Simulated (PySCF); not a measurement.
C3H10Si, SMILES [SiH](C)(C)C.

Geometry: PBE0-D3(BJ)/def2-SVP. The isomer is the one that the SMILES or the coordinates give; other isomers of the formula were not compared.

These are SMD-B3LYP/6-31G* in PySCF values and carry that method's errors.

Solvation free energies are E(SMD) − E(gas) at the gas-phase geometry, for 1 M in both phases. In vacuum the dipole moment is 0.62 D.

```csv
solvent,ΔG(solv) (kcal/mol),its non-electrostatic (CDS) part,dipole (D)
water,3.2,4.7,0.89
2-propanol,-0.9,0.5,0.87
benzene,-1.2,-0.5,0.73
```
